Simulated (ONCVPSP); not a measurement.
## Before and after: ONCV potential for N

```json
{
 "Element": "N",
 "Generator": "ONCVPSP 4.0.1",
 "Type": "optimised norm-conserving Vanderbilt (ONCV)",
 "Functional": "PBE",
 "Relativity": "scalar-relativistic",
 "Frozen core": "[He]",
 "Valence charge": "5",
 "Reference configuration": "2s2 2p3",
 "Partial waves": "2s: rc 1.00 bohr, ncon 3, nbas 6, qcut 8.4 1/bohr, 2 projectors, debl 1.4 Ha; 2p: rc 1.55 bohr, ncon 3, nbas 7, qcut 7.3 1/bohr, 2 projectors, debl 1.8 Ha; d scattering state at 0.31 Ha: rc 1.25 bohr, ncon 4, nbas 7, qcut 7.4 1/bohr, 2 projectors, debl 1.3 Ha",
 "Local potential": "polynomial inside 0.95 bohr (lpopt 4, dvloc0 0 Ha)",
 "Core correction": "polynomial model core, fcfact 0.55"
}
```

All-electron outer shells of the reference configuration (PBE, scalar-relativistic, ld1.x):

```
shell  level (eV)  outermost node (bohr)  outermost maximum (bohr)
   1s     -384.72                      –                      0.15
   2s      -18.58                   0.32                      1.02
   2p       -7.09                      –                      0.98
```

Change: s: qcut 12.2; p: qcut 10.6; d: qcut 10.7.

Cutoffs: the cutoffs (Ha) at which the residual kinetic energy of the hardest occupied pseudo-wave falls to 1 and 0.1 mHa per electron; they do not see the model core or the augmentation charge, which bear on the density cutoff. Errors are all-electron minus pseudo energies relative to the spin-unpolarised reference configuration.

**Question.** How do hardness, ghosts and transferability respond?

**Answer.** The potential gets harder (27 Ha and 34 Ha → 36 Ha and 46 Ha); of the 4 tests that both files solve, the error grows in 0 and shrinks in 4 by more than 15 % and 0.3 meV (median size 129.6 → 54.6 meV); neither file shows a bound ghost.

| quantity | base | changed |
| --- | --- | --- |
| cutoff, loose | 27 Ha | 36 Ha |
| cutoff, tight | 34 Ha | 46 Ha |
| loose cutoff by channel | s 27 Ha, p 20 Ha | s 36 Ha, p 29 Ha |
| bound ghosts | none | none |
| GHOST(+) flags under 300 eV | none | none |
| error for 2s2 2p2, meV [ΔE 13.59 eV] | +26 | +10 |
| error for 2s2 2p1, meV [ΔE 42.44 eV] | +233 | +99 |
| error for 2s2 2p0, meV [ΔE 89.53 eV] | +955 | +433 |
| error for 2s2 2p2.5, meV [ΔE 5.09 eV] | +3.7 | +1.4 |
| s: phases at 1.01 bohr within 0.05 rad from the reference energy up to (Ha; the scan ends near 5) | to the end of the scan | to the end of the scan |
| p: phases at 1.57 bohr within 0.05 rad from the reference energy up to (Ha; the scan ends near 5) | to the end of the scan | to the end of the scan |
| d: phases at 1.27 bohr within 0.05 rad from the reference energy up to (Ha; the scan ends near 5) | to the end of the scan | to the end of the scan |
| rms error of d²Exc/dni dnj with the model core, mHa | 1.64 | 1.45 |
